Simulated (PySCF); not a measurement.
**Distorted geometries of Lu(NO3)3**

Lu(NO3)3 (singlet in the valence; each metal's 4f electrons, 14 of them, lie in its core potential, out of spins and levels). PySCF 2.14.0, RKS r2SCAN, Lu lcecp-1-SVP with ECP60, O def2-SVP, N def2-SVP; non-relativistic Hamiltonian with scalar-relativistic core potentials where named; density fitting; no spin-orbit coupling. Relaxed geometry:

```xyz
13

Lu    0.0000    0.0000    0.0000
O     1.9853    0.2440    1.0525
O     1.9853   -0.2440   -1.0525
N     2.6977    0.0000    0.0000
O     3.8841    0.0000    0.0000
O    -1.2040    1.5973    1.0525
O    -0.7813    1.8413   -1.0525
N    -1.3488    2.3363    0.0000
O    -1.9420    3.3637    0.0000
O    -0.7813   -1.8413    1.0525
O    -1.2040   -1.5973   -1.0525
N    -1.3489   -2.3363    0.0000
O    -1.9421   -3.3637    0.0000
```

Question: Order these distorted geometries by energy above the relaxed one, lowest first.
A.
```xyz
13

Lu   -0.0998    0.0704    0.0618
O     1.9010    0.1198    1.0714
O     1.8545   -0.2025   -1.1646
N     2.7668   -0.0643   -0.0647
O     4.0287    0.0075    0.0203
O    -1.4750    1.7461    1.1294
O    -0.8980    1.9314   -1.3610
N    -1.2726    2.4591    0.2149
O    -1.5988    3.3305   -0.0998
O    -0.8022   -1.9415    1.2366
O    -1.1086   -1.5696   -1.1519
N    -1.3467   -2.4109    0.0437
O    -1.9492   -3.4761    0.0638
```
B.
```xyz
13

Lu    0.0036   -0.0002    0.0013
O     1.9150    0.2384    1.0260
O     2.0123   -0.2794   -1.0545
N     2.6745    0.0293    0.0094
O     3.8859    0.0145    0.0087
O    -1.1963    1.6075    1.0383
O    -0.7545    1.8476   -1.0586
N    -1.3061    2.2938   -0.0448
O    -1.8955    3.3350    0.0213
O    -0.7813   -1.8039    1.0262
O    -1.2233   -1.5843   -0.9940
N    -1.3866   -2.3504    0.0271
O    -1.9475   -3.3479   -0.0063
```
C.
```xyz
13

Lu   -0.0677   -0.0522    0.0030
O     1.9784    0.1881    1.1867
O     1.8790   -0.4299   -1.0153
N     2.6907    0.0126   -0.1080
O     3.7624    0.0927    0.0707
O    -1.2592    1.5462    1.1245
O    -0.6104    1.9127   -1.0398
N    -1.3000    2.2780   -0.0489
O    -1.9902    3.3513   -0.2107
O    -0.6113   -1.8453    0.9798
O    -1.2615   -1.3767   -1.1802
N    -1.2909   -2.3270    0.1796
O    -1.9192   -3.3506    0.0587
```

Answer: B (0.44 eV), C (3.91 eV), A (8.47 eV).

Question: Which forces (eV/Å) act in the one that lies 3.91 eV up?

Answer: 
```
Lu    1.64   2.59  -0.30
O    -1.53  -0.06  -3.37
O     2.02   0.77  -0.68
N   -12.25  -1.53   5.30
O    11.18   0.63  -2.17
O     0.08   1.28  -3.31
O     0.62  -1.49   0.78
N    -3.11   4.76   0.45
O     2.26  -4.38   1.92
O     2.64  -0.22   6.43
O    -0.16  -1.82   2.98
N    -5.00  -2.73  -9.41
O     1.60   2.19   1.37
```
Forces carry noise of the integration grid, about 0.01 to 0.03 eV/Å.

No frequency check is given that shows the relaxed geometry to be a minimum. An lcecp potential fixes the number of 4f electrons, so in runs with it no electron can move into or out of that shell.
